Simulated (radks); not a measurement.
Q: The mean radii <r> (bohr) of the occupied orbitals of an atom or ion are listed with their occupations. Calculated with a radial shooting solver on a logarithmic mesh with Libxc functionals: Dirac Kohn-Sham, exchange-only PBE, spin-unpolarised, spherical densities, finite nucleus; Fermi nuclear charge, rms radius of each element as measured or else 0.836 A^(1/3) + 0.57 fm.

| orbital | occ. | <r> |
|---|---|---|
| 1s1/2 | 2 | 0.02665 |
| 2s1/2 | 2 | 0.1137 |
| 2p1/2 | 2 | 0.09581 |
| 2p3/2 | 4 | 0.1015 |
| 3s1/2 | 2 | 0.2945 |
| 3p1/2 | 2 | 0.2829 |
| 3p3/2 | 4 | 0.2930 |
| 3d3/2 | 4 | 0.2602 |
| 3d5/2 | 3 | 0.2633 |

Name the element and its charge. Open shells, if any, fill j = l - 1/2 first.

A: Z = 54, xenon, charge +29: Xe29+ in [Ar] 3d7. The 1s radius gives Z: for a bare nucleus <r> = (2 gamma + 1)/(2Z) with gamma = sqrt(1 - (Z/c)^2), 0.02628 bohr for Z = 54, and screening makes it slightly larger (0.02665 here). The occupations add up to 25, and the charge is Z minus that.
